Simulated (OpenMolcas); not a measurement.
**Levels of Ir II by method**

```yaml
Program: OpenMolcas 26.06
Basis: ANO-RCC-VTZP [8s7p5d3f1g]
Scalar_Hamiltonian: DKH2, point nucleus
Active_space: 8 electrons in 6 orbitals (5d 6s)
State_averaging: 2S+1 = 5 even, 15 roots; 2S+1 = 3 even, 75 roots; 2S+1 = 1 even, 49 roots
Spin-orbit_coupling: RASSI with atomic mean-field integrals over the reference wave functions, term energies averaged over their components
```

Methods on the same reference wave functions:
A. CASSCF
B. SS-CASPT2, IPEA 0.25 Eh, imaginary shift 0.1 Eh (closed shells correlated: 5s 5p)
C. MS-CASPT2, IPEA 0.25 Eh, imaginary shift 0.1 Eh (closed shells correlated: 5s 5p)

Energies in cm-1 above 5d7 6s 5F5, the measured ground level; measured values from NIST Handbook of Basic Atomic Spectroscopic Data.

| Level | A | B | C | Measured |
| --- | --- | --- | --- | --- |
| 5d7 6s 5F5 | 0.0 | 0.0 | 0.0 | 0.0 |
| 5d7 6s 5F4 [65 %] | 5127 | 4830 | 4850 | 4788 |
| 5d7 6s 3P2(1) [58 %] | 8813 | 4200 | 4220 |  |
| 5d7 6s 5F3 | 9046 | 8880 | 8880 | 8187 |
| 5d8 3F4 [75 %] | 10105 | 4350 | 4270 | 2263 |
| 5d7 6s 5P3 | 17228 | 14170 | 14170 | 12715 |
| 5d8 3F3 | 18035 | 12350 | 12350 | 9928 |
| 5d7 6s 3P0(1) | 20023 | 14760 | 14760 |  |
| 5d7 6s 3G5 [68 %] | 20229 | 18020 | 18030 | 17478 |
| 5d7 6s 3F3(1) [63 %] | 21247 | 17600 | 17590 |  |
| 5d7 6s 3H6 | 25994 | 23220 | 23220 |  |
| 5d6 6s2 5D4 [64 %] | 26342 | 17530 | 17550 | 17210 |
| 5d7 6s 3G3 | 26567 | 23860 | 23860 |  |
| 5d7 6s 3H5 [65 %] | 28899 | 25560 | 25610 |  |
| 5d6 6s2 5D3 | 29661 | 22350 | 22350 |  |
| 5d7 6s 3D3 [58 %] | 30536 | 27030 | 27030 |  |
| 5d7 6s 3P0(2) [50 %] | 31681 | 24780 | 24780 |  |
| 5d6 6s2 5D2 [73 %] | 33187 | 25880 | 25880 |  |

Deviations, from unrounded energies. A percentage is the sum of absolute deviations over the sum of measured energies, with the sign that they share, or ± where signs differ.

```json
{"Against measurement": "mean absolute deviation (cm-1)", "Levels": "7", "A": "4800", "B": "1100", "C": "1100"}
{"Against measurement": "fine structure of the ground term (%)", "Levels": "2", "A": "+9.2", "B": "+5.7", "C": "+5.9"}
{"Against measurement": "other terms of the ground configuration (%)", "Levels": "2", "A": "+24.1", "B": "+6.6", "C": "+6.7"}
{"Against measurement": "other configurations (%)", "Levels": "3", "A": "+85.3", "B": "+16.4", "C": "+16.2"}
```

B, C lie about equally close to measurement and A furthest from it. The largest miss of C in the table is 5d8 3F3, by +2400 cm-1. The ranking rests on the paired levels alone, and a cruder setting can come out closer through cancelling errors.

Between B and C the level of the table that moves most is 5d8 3F4 [75 %], by 80 cm-1 (lowest in C, highest in B). Moves below CASPT2's spread within the term are not significant.

The two smallest mean deviations differ by little beside CASPT2's spread within terms, so their order carries little weight.

From A to B the spin-free energies of the other terms of 5d7 6s shown, above 5F, scale by factors of 0.44 to 0.85.

The lowest spin-free term lies below A's lowest term by 0.437 hartree in B, 0.437 hartree in C.

CASPT2 does not keep the components of a term degenerate, so their means are used; among the terms shown or strongly mixed into the levels shown the widest spread is 1100 cm-1 (5d7 6s 1G(1), C). Some levels mix across a computed gap that differs much from the measured one, so their mixing is not that of the real levels. Configurations are named by rounded mean occupations; where the s occupation lies near a half they are strongly mixed, a name can repeat and a true partner stay unpaired. A single d shell beside an s shell can misplace configurations of different d count against each other. Without dynamic correlation excited terms often stand tens of per cent too high (terms of higher spin than the ground term too low), and those without a measured partner can miss by more than the paired ones (holds for A). Blocks of more than 70 roots (2S+1 = 3 even) ran without multistate coupling (holds for C). The CASPT2 spread within a term exceeds the gap to the next term for 5d7 6s 3F(1) and 5d7 6s 1G(1), so the order of their levels is uncertain, and so are names and mixing where such terms share a J (holds for C). Measured partners are found by configuration, term and J. A level has none where our copy of the source lacks it or the pairing is in doubt (some pairs that miss far off the trend of their configuration count as doubtful), and it then counts in no deviation. Levels of configurations outside the active space are missing. The table leaves out levels that lie high or whose names do not pair safely across all columns.

A share in square brackets marks a mixed level and gives the weight of the term that names it, the lowest over the columns. A number in round brackets counts repeated terms of one configuration in the order of the reference energies.
